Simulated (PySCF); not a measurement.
# Two-component Hartree-Fock for Br (bromine, neutral)

Start: [Ar] 3d10 4s2 4p5; 4p1/2 filled at m_j = -1/2, +1/2; 4p3/2 filled at m_j = -1/2, +1/2, +3/2. Calculated with PySCF 2.14 in x2c-QZVPPall-2c: generalised Hartree-Fock with the X2C-1e Hamiltonian and a Gaussian nucleus; one run each with spin-orbit coupling (SO) switched off, then screened by Boettger's factors.

```csv
spinor shell,electrons,"ε, spin-free (eV)","ε, screened SO (eV)",weight of nominal j (screened SO),"rms radius, screened SO (bohr)"
1s1/2,2,-13557.7,-13557.3,1.000,0.0492
2s1/2,2,-1825.9,-1825.7,1.000,0.205
2p1/2,2,-1605.1,-1637.9,1.000,0.180
2p3/2,4,-1605.1,-1589.4,1.000,0.184
3s1/2,2,-277.45,-277.38,1.000,0.588
3p1/2,2,-205.36,-210.35,1.000,0.600
3p3/2,4,-205.36,-202.88,1.000,0.611
3d3/2,4,-85.845,-86.511,0.996,0.649
4s1/2,2,-27.788,-27.759,1.000,1.83
4p1/2,2,-12.434,-12.955,0.750,2.25
4p3/2,3,-12.434,-12.116,0.833,2.30
```

Problem. Where does 3d5/2 lie, and what is the 3d spin-orbit splitting (screened SO)?

Solution. At -85.292 eV, 1.219 eV above 3d3/2.

| quantity | spin-free | screened SO |
| --- | --- | --- |
| E (hartree) | -2604.42225 | -2604.57358 |
| M_J | 3/2 | 3/2 |
| ⟨J²⟩ | 3.763 | 3.763 |
| ⟨L²⟩ | 2.009 | 2.013 |
| ⟨S²⟩ | 0.754 | 0.757 |

Each row is a mean over spinors that exchange with the open shell spreads, by up to 2.913 eV (4s1/2).

Rows whose weight is well below 1 are mixtures of j = l ± 1/2: exchange outweighs spin-orbit coupling there, and the label is only the starting occupation.

Without spin-orbit coupling the j labels of p, d and f shells carry no meaning; the spin-free column gives the mean over the occupied spinors of each nl shell.
